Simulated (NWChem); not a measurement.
Species: C₃H₈N, doublet; SMILES C(C)[N]C

```xyz
12

C      0.1728    -1.8838     0.0347
C     -0.4231    -0.4835    -0.0986
N      0.5414     0.5396     0.2326
C     -0.0094     1.8667     0.1169
H     -0.5672    -2.6508    -0.2204
H      1.0348    -1.9990    -0.6307
H      0.5144    -2.0595     1.0601
H     -0.7982    -0.3217    -1.1274
H     -1.3138    -0.3811     0.5506
H      0.7444     2.6162     0.3772
H     -0.8830     2.0024     0.7792
H     -0.3651     2.0689    -0.9093
```
Atoms are numbered in this order, from 1.

Program: NWChem. Spin-unrestricted. The geometry was optimised at B3LYP/6-31G* (spherical d), spin-unrestricted. No stability test was run on the SCF state. Level: PBE0/def2-SVP with SMD (1 M gas to 1 M solution), gas-phase geometry. Reactions with the solvent are ignored.

| solvent | dielectric constant | solvation free energy (kcal/mol) | cavity-dispersion-structure term (kcal/mol) | dipole in solution (D) |
|---|---|---|---|---|
| water | 78.4 | (withheld) | (withheld) | 2.33 |
| anisole | 4.22 | -3.2 | -0.2 | 2.14 |
| acetone | 20.5 | -4.3 | -0.4 | 2.30 |
| ethanol | 24.9 | -5.4 | -1.5 | 2.30 |
| acetonitrile | 35.7 | -4.2 | -0.2 | 2.31 |
| dichloromethane | 8.93 | -4.7 | -1.2 | 2.24 |
| 1,4-dioxane | 2.21 | -1.7 | 0.4 | 1.98 |

Fill in the missing entries.


- water, solvation free energy (kcal/mol): -6.6
- water, cavity-dispersion-structure term (kcal/mol): -2.6
